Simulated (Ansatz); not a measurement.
Total energies of CH3BClF (`FCBCl`).

```tsv
atom	x (Å)	y (Å)	z (Å)
F1	-0.1842	0.1561	-1.7245
C2	0.2420	0.4742	-0.4522
B3	-0.2163	-0.4925	0.6785
Cl4	-1.2001	-1.8808	0.3579
H5	1.3414	0.5267	-0.4525
H6	-0.0998	1.4922	-0.2111
H7	0.1170	-0.2760	1.8039
```

Charge 0, multiplicity 1. The structure was optimised at the PBE0-D4/def2-TZVP level. It is one conformer, not always the lowest. Basis def2-TZVPP, Ansatz.

RPA on PBE orbitals: Hartree–Fock energy of these orbitals -623.29851 Eh, correlation -1.14659 Eh (frozen core).

```tsv
functional	energy without D4 (Eh)	D4 term (kJ/mol)
B97M-V	-624.76309	–
PBE0	-624.57500	-9.0
r2SCANh	-624.78352	-2.7
r2SCAN0	-624.77138	-3.0
HSE06 (plane-wave form)	-624.55904	-8.3
BHLYP	-624.83484	-12.6
CAM-B3LYP	-624.85956	-9.0
LC-ωPBE	-624.68083	–
ωB97M-V	-624.82504	–
PBE-QIDH	-624.46952	–
```

**Question.** Give the same for LDA (SPW92), PBE, revPBE, BLYP, r2SCAN, B3LYP, ωB97X-V, B2PLYP. (An estimate is asked.)

**Answer.** Computed: 
```json
{"functional": "LDA (SPW92)", "energy without D4 (Eh)": "-622.12228", "D4 term (kJ/mol)": "–"}
{"functional": "PBE", "energy without D4 (Eh)": "-624.52534", "D4 term (kJ/mol)": "-10.8"}
{"functional": "revPBE", "energy without D4 (Eh)": "-624.76798", "D4 term (kJ/mol)": "-35.7"}
{"functional": "BLYP", "energy without D4 (Eh)": "-624.86195", "D4 term (kJ/mol)": "-24.3"}
{"functional": "r2SCAN", "energy without D4 (Eh)": "-624.79219", "D4 term (kJ/mol)": "-2.5"}
{"functional": "B3LYP", "energy without D4 (Eh)": "-624.93035", "D4 term (kJ/mol)": "-17.4"}
{"functional": "ωB97X-V", "energy without D4 (Eh)": "-624.78840", "D4 term (kJ/mol)": "–"}
{"functional": "B2PLYP", "energy without D4 (Eh)": "-624.66080", "D4 term (kJ/mol)": "–"}
```

B3LYP takes the VWN-RPA correlation (the form of Gaussian; ORCA's B3LYP/G). HSE06 is the plane-wave form, built on full-range PBE exchange. The double hybrids freeze the cores in their second-order part.

LC-ωPBE has ω = 0.4 bohr⁻¹.
